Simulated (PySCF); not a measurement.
Which level of theory gave which numbers?

C2H7FSSi.
SMILES: `CS[SiH2]CF`

The closed-shell ground state was solved 5 times with PySCF (density fitting, gas phase), always with PBE0, in these basis sets: 6-311+G(2d,p), IGLO-III, STO-3G, cc-pVTZ and pcSseg-0. Isolated species at its PBE0-D3(BJ)/def2-SVP geometry (one conformer only).

```tsv
row	total energy (Eh)	HOMO (eV)	LUMO (eV)	dipole (D)
P	-867.5846	-7.05	-0.33	1.91
Q	-867.6052	-6.99	-0.09	1.88
R	-866.2620	-7.21	0.06	1.98
S	-857.3910	-3.37	5.86	0.87
T	-867.6029	-7.04	0.02	1.78
```

Which basis belongs to which row?

P = 6-311+G(2d,p), Q = IGLO-III, R = pcSseg-0, S = STO-3G, T = cc-pVTZ. From the lowest total energy up: IGLO-III (263 functions) 0 eV; cc-pVTZ (256 functions) +0.06 eV; 6-311+G(2d,p) (193 functions) +0.56 eV; pcSseg-0 (67 functions) +36.55 eV; STO-3G (40 functions) +277.94 eV.

Conformer computed: `[CH3:1][S:2][SiH2:3][CH2:4][F:5]`: C1–S2–Si3–C4 180°, S2–Si3–C4–F5 -179°.
